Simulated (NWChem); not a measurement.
# SnNH3S, singlet; SMILES [NH2][Sn][SH]

```xyz
6

Sn    -0.3517    -0.4689     0.0000
N      1.5920    -1.0405     0.0000
H      1.8820    -2.0129     0.0000
H      2.3930    -0.4161     0.0000
S      0.2448     1.9265     0.0000
H     -1.0439     2.3315     0.0000
```
Atoms are numbered in this order, from 1.

Level: PBE0/def2-SVP with def2 effective core potentials on Sn (NWChem), optimised geometry, unscaled harmonic frequencies. Low-valent species are run as closed-shell singlets; no triplet was tried in these runs. def2 effective core potentials on Sn; no spin-orbit coupling.

Q: List the harmonic frequencies with IR intensities, and the thermochemistry.

A: 
```csv
frequency (cm⁻¹),IR intensity (km/mol)
151,2.2
230,1.2
330,39.5
339,228.2
433,4.0
607,8.2
618,66.7
693,39.6
1509,16.3
2720,0.9
3588,25.8
3706,32.1
```

```json
{
  "zero_point_energy": "21.3 kcal/mol",
  "thermal correction to the enthalpy at 298.15 K (with zero-point energy)": "25.3 kcal/mol",
  "heat capacity Cv": "17.2 cal/(mol K)",
  "entropy at 298.15 K and 1 atm (symmetry number 1)": "76.5 cal/(mol K)"
}
```

Rigid rotor and harmonic oscillator.
